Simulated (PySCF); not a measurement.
## Worked example: dipole moment from atomic charges

Si(Cl)2(Me)(OH) (CH4Cl2OSi), SMILES Cl[Si](C)(Cl)O. Atoms are numbered in the order given.

```xyz
9

C     -1.1204     1.7433     0.0000
Si     0.0965     0.3440     0.0000
O      1.6317     0.9834     0.0000
Cl    -0.1746    -0.8699    -1.6689
Cl    -0.1746    -0.8699     1.6689
H     -0.9766     2.3715     0.9014
H     -2.1559     1.3516     0.0000
H     -0.9766     2.3715    -0.9014
H      2.3617     0.3389     0.0000
```

The structure is a stationary point at PBE-D3(BJ)/def2-SVP. One conformer was computed; it need not be the lowest.

Charges (e) from PBE0/def2-TZVP (PySCF):

| atom | IAO | ESP fit |
|---|---|---|
| C1 | -0.756 | -0.602 |
| Si2 | 1.287 | 0.433 |
| O3 | -0.782 | -0.525 |
| Cl4 | -0.328 | -0.151 |
| Cl5 | -0.328 | -0.151 |
| H6 | 0.177 | 0.209 |
| H7 | 0.176 | 0.179 |
| H8 | 0.177 | 0.209 |
| H9 | 0.378 | 0.397 |

The dipole moment of the full density is 0.98 D.

Question: What dipole moment does each set of point charges give, and which comes closer to that of the density?

Answer: 
μ = Σ q r, and 1 e Å = 4.8032 D.
IAO: Σ q r = (-0.023, 0.132, 0.000) e Å, |μ| = 0.64 D.
ESP fit: Σ q r = (0.056, 0.214, 0.000) e Å, |μ| = 1.06 D.
ESP fit comes closer in size. Point charges leave out the atoms' own dipoles (lone pairs, polarised bonds); fits to the potential absorb them, partitions of the density don't.
